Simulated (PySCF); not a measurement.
Electronic absorption of CH10O2Si3

Compound: CH₁₀O₂Si₃.
SMILES: `C[SiH2]O[SiH2]O[SiH3]`

The calculation used TDDFT CAM-B3LYP/def2-SVPD, vertical, gas phase, core orbitals frozen in the response in PySCF. Geometry: GFN2-xTB, one conformer, isolated molecule. GFN2-xTB frequencies show an imaginary mode (22i cm⁻¹), so this geometry is no minimum at that level. Torsions of this conformer, `[CH3:1][SiH2:2][O:3][SiH2:4][O:5][SiH3:6]`: C1–Si2–O3–Si4 -116°, Si2–O3–Si4–O5 5°, O3–Si4–O5–Si6 2°.

**Question.** List the vertical singlet excitations with oscillator strengths and describe the spectrum.

**Answer.** 

```
state  E (eV)  E (kJ/mol)  λ (nm)       f  |μ| (D)   main configurations (H = HOMO, L = LUMO)
   S1    7.38         712   167.9   0.014     0.72                     H→L (69%), H-2→L (12%)
   S2    7.70         743   161.1  0.0054     0.43      H→L+3 (32%), H-2→L (15%), H-1→L (14%)
   S3    7.73         745   160.5  0.0080     0.52       H-1→L (50%), H-2→L (13%), H-3→L (9%)
   S4    8.13         784   152.6   0.035     1.06    H→L+1 (32%), H-2→L+2 (15%), H→L+2 (14%)
   S5    8.16         787   152.0   0.015     0.69  H-1→L+3 (25%), H-3→L (24%), H-1→L+2 (19%)
   S6    8.19         791   151.3  0.0062     0.45      H→L+3 (21%), H-2→L (20%), H→L+1 (14%)
   S7    8.28         799   149.8   0.084     1.64    H→L+6 (28%), H→L+2 (16%), H-2→L+1 (10%)
   S8    8.50         820   145.8   0.078     1.56    H→L+4 (33%), H-1→L+1 (14%), H→L+6 (10%)
```

Triplets (Tamm–Dancoff): T1 7.08 eV, H→L (54%), H-2→L (17%); T2 7.32 eV, H-1→L (49%), H-3→L (14%), H-1→L+1 (10%); T3 7.36 eV, H→L+3 (30%), H→L+2 (18%), H-2→L (16%).

The lowest singlet comes at 168 nm (712 kJ/mol) in the vacuum ultraviolet; it is weak; its leading configuration is HOMO→LUMO (69%). The strongest level in the table is S7 at 8.28 eV (150 nm, f = 0.084). Löwdin shares by element: HOMO oxygen 32%, silicon 14% or more, hydrogen 11% or more (atoms not listed hold the other 43%); LUMO silicon 53%, hydrogen 8% or more (atoms not listed hold the other 39%). The oscillator strengths of these states sum to 0.246; summed over the whole spectrum of an exact calculation they would give the number of electrons, 74 (Thomas–Reiche–Kuhn). Orbital energies (eV): HOMO-3 -10.76, HOMO-2 -10.23, HOMO-1 -10.10, HOMO -9.62, LUMO 0.86, LUMO+1 1.24, LUMO+2 1.46. The listed states span 1.12 eV, and the widest gap between neighbours is 0.40 eV (S3 to S4). The window holds the lowest 8 singlets.

Time: 54 s; peak memory 0.99 GiB. Hardware: an Arm Neoverse V2 with one thread, no GPU, shared host.
